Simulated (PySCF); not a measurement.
A calculated (PBE0, PySCF 2.14, aug-cc-pV(5+d)Z, no relativity, point nucleus) atom or ion has these occupied shells.

```json
{"shell": "1s α", "electrons": "1", "orbital energy (eV)": "-1813.8", "rms radius, mean of both spins (bohr)": "0.129"}
{"shell": "1s β", "electrons": "1", "orbital energy (eV)": "-1813.6", "rms radius, mean of both spins (bohr)": "0.129"}
{"shell": "2s α", "electrons": "1", "orbital energy (eV)": "-155.84", "rms radius, mean of both spins (bohr)": "0.620"}
{"shell": "2s β", "electrons": "1", "orbital energy (eV)": "-155.72", "rms radius, mean of both spins (bohr)": "0.620"}
{"shell": "2p α", "electrons": "3", "orbital energy (eV)": "-110.50", "rms radius, mean of both spins (bohr)": "0.603"}
{"shell": "2p β", "electrons": "3", "orbital energy (eV)": "-110.31", "rms radius, mean of both spins (bohr)": "0.603"}
{"shell": "3s α", "electrons": "1", "orbital energy (eV)": "-20.660", "rms radius, mean of both spins (bohr)": "2.22"}
{"shell": "3s β", "electrons": "1", "orbital energy (eV)": "-19.473", "rms radius, mean of both spins (bohr)": "2.22"}
{"shell": "3p α", "electrons": "1", "orbital energy (eV)": "-13.345", "rms radius, mean of both spins (bohr)": "2.63"}
```

Question: Name the element and its charge.

Answer: Si⁺ (silicon, charge +1), in [Ne] 3s2 3p1, 2P determinant.
